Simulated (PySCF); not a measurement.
CCl3NOSi. Atoms are numbered in the order given.

```xyz
7

O      0.0000     0.0000     3.7692
C      0.0000     0.0000     2.5920
N      0.0000     0.0000     1.3805
Si     0.0000     0.0000    -0.3183
Cl    -1.6764     0.9679    -0.9983
Cl     0.0000    -1.9358    -0.9983
Cl     1.6764     0.9679    -0.9983
```
Charge 0, spin multiplicity 1.

Coordinates come from a PBE-D3(BJ)/def2-SVP optimisation. One conformer was computed; it need not be the lowest.

These are PBE-D3(BJ)/def2-SVP run with PySCF 2.14.0 values and carry that method's errors.

Frequencies are harmonic and unscaled.

Modes within 1.5 cm⁻¹ of each other (mostly degenerate sets) share a row, with their intensities summed.

Question: Give all harmonic wavenumbers and intensities. (Estimate from the structure and the level; the computed values follow.)

Answer: 
| mode | ν (cm⁻¹) | IR (km/mol) | moving atoms (share of kinetic energy) |
|---|---|---|---|
| 1–2 | 29 | 0.1 | Cl 40 %, O 38 %, N 18 % |
| 3–4 | 155 | 0.7 | Cl 79 %, N 15 % |
| 5 | 200 | 9.8 | Cl 55 %, Si 15 %, O 12 %, N 9 %, C 9 % |
| 6–7 | 255 | 20.8 | Cl 43 %, N 42 %, Si 9 % |
| 8 | 408 | 1.6 | Cl 80 %, O 9 % |
| 9–10 | 579 | 37.1 | C 72 %, O 16 %, N 12 % |
| 11–12 | 620 | 399.3 | Si 68 %, Cl 31 % |
| 13 | 664 | 242.1 | Si 67 %, O 20 % |
| 14 | 1504 | 70.6 | N 58 %, O 38 % |
| 15 | 2416 | 1438.1 | C 70 %, N 18 %, O 12 % |
